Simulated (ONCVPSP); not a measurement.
## Building the ONCV potential for arsenic (As) (PBE, fully relativistic).

Input for ONCVPSP 4.0.1:

```
# ATOM AND REFERENCE CONFIGURATION
# atsym  z   nc   nv     iexc    psfile
  As 33.00    6    2        4      upf
#
#   n    l    f
    1    0    2.00
    2    0    2.00
    2    1    6.00
    3    0    2.00
    3    1    6.00
    3    2   10.00
    4    0    2.00
    4    1    2.00
#
# PSEUDOPOTENTIAL AND OPTIMIZATION
# lmax
    1
#
#   l,   rc,      ep,       ncon, nbas, qcut
    0    1.75    0.00    4    8    4.80
    1    2.10    0.00    3    7    3.90
#
# LOCAL POTENTIAL
# lloc, lpopt,  rc(5),   dvloc0
    4    3    1.50    3.00
#
# VANDERBILT-KLEINMAN-BYLANDER PROJECTORs
# l, nproj, debl
    0    1    1.40
    1    2    2.50
#
# MODEL CORE CHARGE
# icmod, fcfact, rcfact
    2    0.55    1.05
#
# LOG DERIVATIVE ANALYSIS
# epsh1, epsh2, depsh
   -2.00    5.00    0.02
#
# OUTPUT GRID
# rlmax, drl
    6.00    0.01
#
# TEST CONFIGURATIONS
# ncnf
    4
# nvcnf
#   n    l    f
    2
    4    0    2.00
    4    1    3.00
#
    2
    4    0    2.00
    4    1    1.00
#
    2
    4    0    2.00
    4    1    0.00
#
    2
    4    0    0.00
    4    1    5.00
#
```

Command:

```bash
oncvpspr.x < As.dat > As.out
```

Resulting log (shortened: citation, most of the input echo, consistency checks and plot data are left out):

```
ONCVPSP  (Optimized Norm-Conservinng Vanderbilt PSeudopotential)
relativistic version 4.0.1

#   n    l    f        energy (Ha)
    1    0    2.00    -4.3091198D+02
    2    0    2.00    -5.4974052D+01
    2    1    6.00    -4.7809188D+01    -4.9152900D+01
    3    0    2.00    -7.3502127D+00
    3    1    6.00    -5.2100272D+00    -5.3946270D+00
    3    2   10.00    -1.8408681D+00    -1.8676719D+00
    4    0    2.00    -8.5814310D-01
    4    1    2.00    -4.8618688D-01    -4.9847690D-01

Reference configufation results
  iterations    22
  all-electron total energy (Ha)   -2.26059164D+03

Begin loop to  construct optimized pseudo wave functions
and semi-local pseudopoentials for all angular momenta

Calculating optimized projector #   1

 for l=   0

    Fraction of norm inside rc  0.475309
    Optimizing pswf for qcut=   4.80 a_B^-1,  ecut=  11.53 Ha
    Residual kinetic energy error=  2.21D-04 Ha

    Energy error per electron        Cutoff
         Ha          eV             Ha
         0.01000     0.27211        7.01
         0.00100     0.02721        9.79
         0.00010     0.00272       16.98
         0.00001     0.00027       51.95

   Wellstate for l =  1  n =  6 kap= -2
     eigenvalue =   2.0138
     asymptotic potential =   2.5138
     half-point radius =  3.7132

Calculating optimized projector #   1

 for l=   1

    Fraction of norm inside rc  0.458945
    Optimizing pswf for qcut=   3.91 a_B^-1,  ecut=   7.64 Ha
    Residual kinetic energy error=  1.54D-04 Ha

    Energy error per electron        Cutoff
         Ha          eV             Ha
         0.01000     0.27211        2.38
         0.00100     0.02721        3.83
         0.00010     0.00272       10.01
         0.00001     0.00027       38.27

Calculating optimized projector #   2

 for l=   1

    Fraction of norm inside rc  0.122597
    Optimizing pswf for qcut=   3.91 a_B^-1,  ecut=   7.64 Ha
    Residual kinetic energy error=  3.50D-03 Ha

    Energy error per electron        Cutoff
         Ha          eV             Ha
         0.01000     0.27211        5.74
         0.00100     0.02721        9.49
         0.00010     0.00272       40.84
         0.00001     0.00027       53.57

   Wellstate for l =  1  n =  6 kap=  1
     eigenvalue =   2.0015

Calculating optimized projector #   1

 for l=   1

    Fraction of norm inside rc  0.476240
    Optimizing pswf for qcut=   3.91 a_B^-1,  ecut=   7.64 Ha
    Residual kinetic energy error=  1.41D-04 Ha

    Energy error per electron        Cutoff
         Ha          eV             Ha
         0.01000     0.27211        2.48
         0.00100     0.02721        3.80
         0.00010     0.00272        9.39
         0.00001     0.00027       38.07

Calculating optimized projector #   2

 for l=   1

    Fraction of norm inside rc  0.124710
    Optimizing pswf for qcut=   3.91 a_B^-1,  ecut=   7.64 Ha
    Residual kinetic energy error=  3.27D-03 Ha

    Energy error per electron        Cutoff
         Ha          eV             Ha
         0.01000     0.27211        5.56
         0.00100     0.02721        9.41
         0.00010     0.00272       40.93
         0.00001     0.00027       54.08

Construct Vanderbilt / Kleinmman-Bylander projectors

B matrix Hermiticity error, ll=  1  kap= -2
   1   2   -1.2918D-04

  Orthonormal projector coefficients  1.8140E+00  5.9089E-01

B matrix Hermiticity error, ll=  1  kap=  1
   1   2   -1.3144D-04

  Orthonormal projector coefficients  1.7449E+00  5.7775E-01

 Orthonormal scalar projector coefficients, l =  1
  1.7905E+00  5.8672E-01  1.9689E-04  1.7076E-05

 Orthonormal spin-orbit projector coefficients, l =  1
  6.5816E-02 -1.8631E-02  8.9067E-03 -1.2936E-03

Model core correction analysis
  based on d2Exc/dn_idn_j

d2excae - all-electron derivatives

   -3.046317D-02   -2.540572D-02
   -2.540537D-02   -2.584869D-02

d2excps - pseudofunction derivatives with no core correction

   -4.471908D-02   -3.467646D-02
   -3.467901D-02   -3.341422D-02

rms 2nd derivative error    1.039730E-02

amplitude prefactor, scale prefactor
   14.2544    1.1304

d2excps - pseudofunction derivatives with core correction

   -3.688408D-02   -3.105876D-02
   -3.105816D-02   -3.197948D-02

rms 2nd derivative error    5.973390E-03

Pseudoatom total energy   -5.890968

Diagnostic tests using Vanderbilt-Kleinman-Bylander pseudopotentials
  relativistic with J = L +/- 1/2 projectors

   l  kap   rcore       rmatch      e in        delta e    norm test   slope test

   0  -1   1.7535594   1.8068013  -0.8581431  -0.0000040   0.9999994   1.0000181

   1  -2   2.1108525   2.1749426  -0.4861869   0.0000246   1.0000489   1.0003513
   1   1   2.1108525   2.1749426  -0.4984769   0.0000277   1.0000496   1.0002842
   1  -2   2.1108525   2.1749426   2.0138131   0.0001011   1.0001374   1.0001374
   1   1   2.1108525   2.1749426   2.0037389   0.0001104   1.0001340   1.0001340

Diagnostic tests using Vanderbilt-Kleinman-Bylander pseudopotentials
  relativistic with scalar and spin-orbit non-local projectors

   l  kap   rcore       rmatch      e in        delta e    norm test   slope test

   0  -1   1.7535594   1.8068013  -0.8581431  -0.0000040   0.9999994   1.0000181

   1  -2   2.1108525   2.1749426  -0.4861869  -0.0000032   1.0000378   1.0000509
   1   1   2.1108525   2.1749426  -0.4984769  -0.0000011   1.0000398   1.0000172
   1  -2   2.1108525   2.1749426   2.0138131   0.0000914   1.0001299   1.0001299
   1   1   2.1108525   2.1749426   2.0037389   0.0001017   1.0001271   1.0001271

Ghost test for J = L + 1/2

 Testing for bound ghosts
   n   l    E NL Schr. Eq   E Basis Diag.   E Cutoff

   1   0       -0.858147       -0.856736     60.84

   2   1       -0.486162       -0.484338     49.67

 Testing for highly-localized positive-energy ghosts
       l    <radius>/rc     E Basis Diag.   E Cutoff

Ghost test for J = L - 1/2

 Testing for bound ghosts
   n   l    E NL Schr. Eq   E Basis Diag.   E Cutoff

   1   0       -0.858147       -0.856736     60.84

   2   1       -0.498449       -0.496844     49.67

 Testing for highly-localized positive-energy ghosts
       l    <radius>/rc     E Basis Diag.   E Cutoff

Test configuration 0

   n   l kap    f        eae           eps        diff
   1   0  -1  2.0000 -430.91198344
   2   0  -1  2.0000  -54.97405190
   2   1  -2  4.0000  -47.80918828
   2   1   1  2.0000  -49.15290040
   3   0  -1  2.0000   -7.35021272
   3   1  -2  4.0000   -5.21002723
   3   1   1  2.0000   -5.39462700
   3   2  -3  6.0000   -1.84086805
   3   2   2  4.0000   -1.86767185
   4   0  -1  2.0000   -0.85814310   -0.85814709   -4.00E-06
   4   1  -2  1.3333   -0.48618688   -0.48616228    2.46E-05
   4   1   1  0.6667   -0.49847690   -0.49844924    2.77E-05

    Total energies and differences
      AE_ref= -2.26059164E+03  AE_tst= -2.26059164E+03  dif=  0.00E+00
      PS_ref= -5.89096773E+00  PS_tst= -5.89096773E+00  dif= -1.07E-14
      PSP excitation error=  1.07E-14

Test configuration 1

   n   l kap    f        eae           eps        diff
   1   0  -1  2.0000 -430.54879483
   2   0  -1  2.0000  -54.61373365
   2   1  -2  4.0000  -47.44851454
   2   1   1  2.0000  -48.79217574
   3   0  -1  2.0000   -6.99107648
   3   1  -2  4.0000   -4.85092663
   3   1   1  2.0000   -5.03550466
   3   2  -3  6.0000   -1.48245285
   3   2   2  4.0000   -1.50922419
   4   0  -1  2.0000   -0.53252267   -0.53237948    1.43E-04
   4   1  -2  2.0000   -0.18764904   -0.18770639   -5.74E-05
   4   1   1  1.0000   -0.19767011   -0.19769841   -2.83E-05

    Total energies and differences
      AE_ref= -2.26059164E+03  AE_tst= -2.26092798E+03  dif= -3.36E-01
      PS_ref= -5.89096773E+00  PS_tst= -6.22729976E+00  dif= -3.36E-01
      PSP excitation error= -7.74E-06

Test configuration 2

   n   l kap    f        eae           eps        diff
   1   0  -1  2.0000 -431.34651627
   2   0  -1  2.0000  -55.40240597
   2   1  -2  4.0000  -48.23826994
   2   1   1  2.0000  -49.58208897
   3   0  -1  2.0000   -7.77595655
   3   1  -2  4.0000   -5.63562196
   3   1   1  2.0000   -5.82028477
   3   2  -3  6.0000   -2.26489796
   3   2   2  4.0000   -2.29177245
   4   0  -1  2.0000   -1.22899599   -1.22994523   -9.49E-04
   4   1  -2  0.6667   -0.82819568   -0.82864687   -4.51E-04
   4   1   1  0.3333   -0.84293896   -0.84346717   -5.28E-04

    Total energies and differences
      AE_ref= -2.26059164E+03  AE_tst= -2.25993301E+03  dif=  6.59E-01
      PS_ref= -5.89096773E+00  PS_tst= -5.23219453E+00  dif=  6.59E-01
      PSP excitation error= -1.43E-04

Test configuration 3

   n   l kap    f        eae           eps        diff
   1   0  -1  2.0000 -431.84079095
   2   0  -1  2.0000  -55.88659927
   2   1  -2  4.0000  -48.72362322
   2   1   1  2.0000  -50.06761474
   3   0  -1  2.0000   -8.25581636
   3   1  -2  4.0000   -6.11515779
   3   1   1  2.0000   -6.29994181
   3   2  -3  6.0000   -2.74178395
   3   2   2  4.0000   -2.76877432
   4   0  -1  2.0000   -1.63260097   -1.63639847   -3.80E-03
   4   1  -2  0.0000   -1.20229059   -1.20229059    0.00E+00
   4   1   1  0.0000   -1.21967931   -1.21967931    0.00E+00

    Total energies and differences
      AE_ref= -2.26059164E+03  AE_tst= -2.25891475E+03  dif=  1.68E+00
      PS_ref= -5.89096773E+00  PS_tst= -4.21251989E+00  dif=  1.68E+00
      PSP excitation error= -1.55E-03

Test configuration 4

   n   l kap    f        eae           eps        diff
   1   0  -1  2.0000 -430.67248527
   2   0  -1  2.0000  -54.73278646
   2   1  -2  4.0000  -47.56735689
   2   1   1  2.0000  -48.91103400
   3   0  -1  2.0000   -7.11284554
   3   1  -2  4.0000   -4.97212993
   3   1   1  2.0000   -5.15678007
   3   2  -3  6.0000   -1.60046856
   3   2   2  4.0000   -1.62734651
   4   0  -1  0.0000   -0.59434057   -0.59434057    0.00E+00
   4   1  -2  3.3333   -0.23272241   -0.23292741   -2.05E-04
   4   1   1  1.6667   -0.24404260   -0.24428867   -2.46E-04

    Total energies and differences
      AE_ref= -2.26059164E+03  AE_tst= -2.26022806E+03  dif=  3.64E-01
      PS_ref= -5.89096773E+00  PS_tst= -5.52808363E+00  dif=  3.63E-01
      PSP excitation error=  7.01E-04
```

The run took about 2.6 s on one core of a shared server CPU.
